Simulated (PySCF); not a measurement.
**Atomic charges by several schemes**

Species: C6H9NO.
Z-matrix (Å and degrees, GFN2-xTB geometry), rows numbered from 1:
```
C 
C   1  1.5227
C   2  1.5356  1  111.70
C   3  1.4842  2  111.34  1    67.12
N   4  1.2957  3  127.22  2  -101.81
C   5  1.3660  4  105.39  3   179.14
C   6  1.3567  5  108.54  4    -0.04
O   4  1.3472  3  119.61  2    77.23
H   1  1.0875  2  110.50  3  -177.02
H   1  1.0871  2  110.61  3   -56.63
H   1  1.0873  2  110.40  3    62.79
H   2  1.0921  1  109.89  3   121.11
H   2  1.0917  1  109.64  3  -120.43
H   3  1.0921  2  109.50  1  -172.77
H   3  1.0895  2  109.85  1   -52.59
H   6  1.0698  5  121.46  4   179.96
H   7  1.0697  6  133.94  5   179.75
```

Density: PBE0/pcSseg-1 (PySCF); schemes: Mulliken, IAO, Hirshfeld and ESP-fitted. Isolated species at its GFN2-xTB geometry (one conformer only).

Problem. What partial charge does each atom carry?

Solution. In e:

| atom | environment | Mulliken | IAO | Hirshfeld | ESP-fitted |
| --- | --- | --- | --- | --- | --- |
| C1 | methyl carbon | -0.270 | -0.421 | -0.120 | -0.404 |
| C2 | chain CH2 carbon | -0.289 | -0.244 | -0.063 | +0.387 |
| C3 | benzylic-type carbon | -0.120 | -0.280 | -0.069 | -0.586 |
| C4 | substituted aromatic carbon | +0.292 | +0.300 | +0.139 | +0.741 |
| N5 | pyridine-type nitrogen | -0.408 | -0.333 | -0.199 | -0.643 |
| C6 | aromatic CH next to a ring nitrogen | +0.005 | -0.107 | -0.040 | +0.153 |
| C7 | aromatic CH next to a ring oxygen | +0.083 | -0.035 | -0.007 | -0.325 |
| O8 | furan-type oxygen | -0.372 | -0.247 | -0.063 | -0.175 |
| H9 | methyl hydrogen | +0.116 | +0.141 | +0.041 | +0.079 |
| H10 | methyl hydrogen | +0.131 | +0.145 | +0.033 | +0.127 |
| H11 | methyl hydrogen | +0.110 | +0.139 | +0.040 | +0.090 |
| H12 | methylene hydrogen | +0.125 | +0.136 | +0.035 | -0.069 |
| H13 | methylene hydrogen | +0.121 | +0.136 | +0.041 | -0.023 |
| H14 | methylene hydrogen | +0.140 | +0.155 | +0.048 | +0.120 |
| H15 | methylene hydrogen | +0.144 | +0.164 | +0.053 | +0.177 |
| H16 | aromatic hydrogen | +0.092 | +0.172 | +0.061 | +0.122 |
| H17 | aromatic hydrogen | +0.101 | +0.178 | +0.066 | +0.231 |

Mean size of the charges over all atoms: ESP-fitted 0.262 e, IAO 0.196 e, Mulliken 0.172 e, Hirshfeld 0.066 e. Each set sums to the total charge, 0, to within 0.001 e. The Hirshfeld scheme weights the molecular density at each point by an atom's share of the summed free-atom densities.

Lowest charge. The schemes don't all agree: Mulliken N5 (-0.408); IAO C1 (-0.421); Hirshfeld N5 (-0.199); ESP-fitted N5 (-0.643).

Highest charge. All schemes agree: Mulliken C4 (+0.292); IAO C4 (+0.300); Hirshfeld C4 (+0.139); ESP-fitted C4 (+0.741).

Problem. How closely do the schemes follow one another over all atoms?

Solution. Correlation coefficient and root-mean-square difference: IAO with Hirshfeld 0.95, 0.144 e; Mulliken with IAO 0.93, 0.082 e; Mulliken with Hirshfeld 0.92, 0.133 e; Hirshfeld with ESP-fitted 0.76, 0.281 e; IAO with ESP-fitted 0.69, 0.245 e; Mulliken with ESP-fitted 0.59, 0.272 e.

Problem. Sum the charges by element, for elements with more than one atom.

Solution. 
| element | atoms | Mulliken | IAO | Hirshfeld | ESP-fitted |
| --- | --- | --- | --- | --- | --- |
| C | 6 | -0.299 | -0.786 | -0.159 | -0.034 |
| H | 9 | +1.080 | +1.366 | +0.420 | +0.853 |
